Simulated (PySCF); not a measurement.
# What a mistake does to a calculation on BCH4O cation

Calculated results; nothing here was measured. The program is PySCF 2.14.0, an open-source quantum chemistry code, run on an isolated molecule that a program drew, which may never have been made. The molecule is BCH4O cation (charge +1, singlet), drawn as the SMILES string `[BH+]OC`.

Each row is a Hartree-Fock (HF) and frozen-core CCSD(T) single point in the cc-pVDZ basis, meant for a local HF minimum. Run 1 is clean. Each other run has one planted mistake out of seven kinds, and not every kind appears here: one electron removed, one electron added, multiplicity raised by two, geometry at a saddle point, minimal basis STO-3G, one bond length entered in bohr, all coordinates scaled. The reference is restricted for singlets and unrestricted otherwise, and also for a bond in bohr. Adding or removing an electron swaps singlet and doublet. Electrons count all cores. HOMO and LUMO are orbital energies over both spins, the gradient is its largest component, and the lowest frequency (negative if imaginary) is given only where the gradient is small. Bond lengths are over the 6 bonds as drawn. T1 is the CCSD diagnostic: over 0.02 (restricted) or 0.045 (unrestricted) a single reference is doubtful.

Geometry of the clean run:
```xyz
7
BCH4O cation, angstrom
B    -2.4447   -0.5124   -0.4365
O    -1.4219   -1.0441   -0.7863
C    -0.1564   -1.7008   -1.2198
H    -3.4373    0.0041   -0.0975
H     0.6118   -0.9499   -1.0912
H    -0.3187   -1.9759   -2.2534
H    -0.0386   -2.5521   -0.5627
```

```
run  electrons  basis functions  <S^2>  HOMO (eV)  LUMO (eV)  gradient (hartree/bohr)  lowest frequency (cm^-1)  mean bond (Å)  longest bond (Å)      T1  HF (hartree)  CCSD(T) (hartree)                          mistake
  1         22               62  0.000     -20.80      -2.60                  3.6e-05                       149         1.1849             1.490  0.0164    -139.50213         -139.92678                         no fault
  2         21               62  0.763     -28.61     -17.70                  1.4e-01                         -         1.1849             1.490  0.0689    -138.79093         -139.18713             one electron removed
  3         22               62  2.030     -12.86      -8.47                  2.6e-01                         -         1.1849             1.490  0.0306    -139.22201         -139.60718       multiplicity raised by two
  4         22               19  0.000     -20.34       0.59                  3.2e-02                         -         1.1849             1.490  0.0210    -137.77027         -137.95747             minimal basis STO-3G
  5         22               62  0.000     -18.50      -6.84                  7.0e-02                         -         1.4059             2.816  0.0196    -139.41712         -139.83137  one bond length entered in bohr
  6         23               62  0.764      -4.18       4.28                  1.6e-01                         -         1.1849             1.490  0.0154    -139.62505         -140.05968                                ?
```

**Which mistake was planted in run 6, and what did it cost?**

It counts 23 electrons, one more than the clean run, at the same geometry and basis. So the mistake is: one electron added. Subtracting run 1 and multiplying by 627.51 kcal/mol a hartree, the energy moved by -77.1 kcal/mol in HF and -83.4 kcal/mol in CCSD(T).

Cautions from the logs. Run 2: T1 is over the limit, so its CCSD(T) energy is less reliable; run 4: T1 is over the limit, so its CCSD(T) energy is less reliable.
